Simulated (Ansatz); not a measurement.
C₈H₁₁ClS⁺, that is dimethylphenylsulfonium chloride with one electron fewer. Total charge 1; doublet. Geometry r2SCAN-D4/def2-SVP, that of the neutral singlet; atoms count from 1.

Cartesian coordinates in Å:
```
C 1.053 -0.576 -2.100
S -0.194 0.604 -1.514
C 0.783 2.052 -1.029
C -0.404 -0.117 0.198
C -1.729 -0.413 0.531
C -2.028 -0.962 1.783
C -1.002 -1.213 2.697
C 0.324 -0.915 2.361
C 0.627 -0.367 1.111
H 0.513 -1.512 -2.297
H 1.427 -0.137 -3.035
H 1.824 -0.729 -1.333
H 1.100 2.496 -1.983
H 0.094 2.716 -0.490
H 1.617 1.751 -0.380
H -2.526 -0.212 -0.192
H -3.065 -1.193 2.041
H -1.233 -1.643 3.676
H 1.128 -1.110 3.076
H 1.671 -0.141 0.869
Cl 0.017 1.621 -3.990
```

(1) Estimate the Mulliken populations from the PBE0/def2-TZVP orbitals of Ansatz.

(2) Where does the spin sit?

(3) And the Mayer bond orders between heavy atoms (over 0.3)?

Results:

(1) 
```
atom  charge (e)  spin (α − β)
  C1       -0.35          0.00
  S2        0.27          0.07
  C3       -0.35          0.00
  C4        0.14          0.05
  C5       -0.15          0.00
  C6       -0.13          0.00
  C7       -0.09          0.00
  C8       -0.13          0.01
  C9       -0.20          0.00
 H10        0.20          0.00
 H11        0.20          0.00
 H12        0.18          0.00
 H13        0.20          0.00
 H14        0.20          0.00
 H15        0.18          0.00
 H16        0.17          0.00
 H17        0.17          0.00
 H18        0.17          0.00
 H19        0.17          0.00
 H20        0.15          0.00
Cl21       -0.02          0.88
```
Mulliken values depend strongly on the basis.

(2) Summed by element: C 0.06, S 0.07, H 0.00, Cl 0.88, of 1 unpaired in all. Largest on single atoms: Cl21 0.88, S2 0.07, C4 0.05.

(3) C1–S2 1.00 (1.81 Å); S2–C3 1.00 (1.81 Å); S2–C4 0.84 (1.87 Å); C4–C5 1.36 (1.40 Å); C4–C9 1.34 (1.40 Å); C5–C6 1.44 (1.40 Å); C6–C7 1.44 (1.40 Å); C7–C8 1.41 (1.40 Å); C8–C9 1.50 (1.40 Å).
